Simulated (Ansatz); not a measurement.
Ansatz (an electronic-structure program) input (B3LYP/def2-SVP):

Ansatz 0.2 input:
```yaml
crystal:
  periodic: [false, false, false]
  atoms:
    - {symbol: B, position_ang: [-0.23786300, 0.00343900, 0.81000900]}
    - {symbol: B, position_ang: [0.20189000, -0.00291900, -0.68750700]}
    - {symbol: H, position_ang: [-0.56932900, 0.00823100, 1.93877000]}
    - {symbol: H, position_ang: [0.33858300, 1.02002700, -1.29056900]}
    - {symbol: H, position_ang: [0.41061200, -1.03085800, -1.26071100]}
basis:
  gaussian:
    orbitals: def2-SVP
hamiltonian:
  xc: {name: B3LYP}
magnetization: {spin_polarized: true, initial_magnetization: 1}
output: {forces: true}
```

Output:

```
Functional definition: B3LYP
integrals: 0.01 GiB planned
445 factors; integrals over basis functions are off by at most 1.1e-3 eV
mean field: 0.11 GiB planned
mean field evaluation 1: about -1395.4956 eV, gradient 1.6e1 eV
mean field evaluation 2: about -1395.7002 eV, gradient 1.5e1 eV
mean field evaluation 4: about -1397.5382 eV, gradient 7.5e-1 eV
mean field evaluation 8: about -1397.5418 eV, gradient 3.1e-3 eV
mean field -1397.54182644 eV, -51.3587148336 hartree, gradient 2.5e-5 eV, S^2 0.752070; 0 other end points of the search recorded, 0 dependent functions left out
the calculation of the forces begins
reference -1397.54201833 eV, -51.3587218857 hartree; 7, 6 occupied and 36, 37 virtual orbitals, 445 factors
Total energy: -1397.54201833 eV, -51.3587218857 hartree
Atom 0 at    -0.237863     0.003439     0.810009 Å, force    -0.004991     0.000072     0.016995 eV/Å
Atom 1 at     0.201890    -0.002919    -0.687507 Å, force     0.022658    -0.000328    -0.077159 eV/Å
Atom 2 at    -0.569329     0.008231     1.938770 Å, force    -0.120098     0.001736     0.408977 eV/Å
Atom 3 at     0.338583     1.020027    -1.290569 Å, force     0.040721     0.298061    -0.178757 eV/Å
Atom 4 at     0.410612    -1.030858    -1.260711 Å, force     0.061709    -0.299541    -0.170056 eV/Å
Dipole moment:    -0.079051     0.001143     0.269197 e Å
```

The geometry given is a B3LYP-D3(BJ)/def2-TZVP minimum.
